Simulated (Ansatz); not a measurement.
Molecule: sum formula SiOF3, charge -1, multiplicity 1. It need not be the lowest isomer of its formula. Whether it binds its extra electron was not tested at this geometry. 
Coordinates optimised at B3LYP-D3(BJ)/def2-TZVP (Ansatz, an electronic-structure program):
```xyz
5

Si     0.1512    -0.0247    -0.0581
F     -0.1658    -0.5371     1.4542
F     -0.3764     1.5125     0.0367
F     -1.0857    -0.7098    -0.8649
O      1.5669    -0.2557    -0.6025
```
Charge -1, spin multiplicity 1.

Total electronic energies in hartree. Correlated levels leave the core frozen unless marked. No spin-orbit coupling. Non-relativistic. CBS(X,Y): correlation extrapolated as X^-3; Hartree-Fock from the larger set.

```
level                                                             program  energy (Eh)
---------------------------------------------------------  --------------  -----------
HF/cc-pwCVTZ                                                       Ansatz   -662.58374
r2SCAN-D4/def2-TZVPD                                       Ansatz + dftd4   -664.57780
B3LYP-D4/def2-TZVPD                                        Ansatz + dftd4   -664.78367
B2PLYP-D3(BJ)/def2-TZVPD                                   Ansatz + dftd3   -664.45039
MP2/6-31G*                                                         Ansatz   -663.16243
RI-MP2/cc-pV(Q+d)Z                                                 Ansatz   -663.84013
CCSD/6-31G*                                                        Ansatz   -663.16593
CCSD(T) with core electrons (1s frozen past Ne)/cc-pwCVTZ          Ansatz   -664.23184
CCSD(T)/CBS(aug-cc-pV(T+d)Z,aug-cc-pV(Q+d)Z)                       Ansatz    -663.9482
```

Totals of different functionals don't rank their quality; only differences between species are comparable.
